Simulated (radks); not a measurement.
The germanium anion Ge4-, [Kr], held by a Watson sphere: a shell of charge +4 at radius R that stands for the Madelung well of a crystal (potential energy -4/R inside, -4/r outside, in hartree with lengths in bohr). Method: scalar-relativistic Kohn-Sham, LDA (Slater exchange, Perdew-Wang correlation), spin-polarised, spherical densities, finite nucleus; Fermi nuclear charge, rms radius of each element as measured or else 0.836 A^(1/3) + 0.57 fm; computed with a radial shooting solver on a logarithmic mesh with Libxc functionals. Response by self-consistent Sternheimer equations with the Hartree and adiabatic LDA kernel, the relativistic mass of each level held fixed and spin-orbit coupling left out. The sphere does not respond.

| R (bohr) | e(3d) (eV) | e(4s) (eV) | e(4p) (eV) | <r> 4p (bohr) | sum of <r^2> (bohr^2) | X-ray form factor at sin(theta)/lambda = 0.3 1/angstrom | alpha (bohr^3) |
|---|---|---|---|---|---|---|---|
| 2.15 | -30.216 | -16.112 | -7.749 | 2.504 | 64.57 | 21.730 | 37.08 |
| 2.37 | -29.054 | -15.140 | -7.308 | 2.621 | 69.33 | 21.744 | 43.89 |
| 3.88 | -26.664 | -10.872 | -4.713 | 3.472 | 109.1 | 22.010 | 143.0 |
| 4.23 | -26.553 | -10.356 | -4.290 | 3.677 | 120.1 | 22.032 | 185.0 |
| 4.92 | -26.452 | -9.680 | -3.630 | 4.085 | 143.7 | 22.046 | 297.2 |
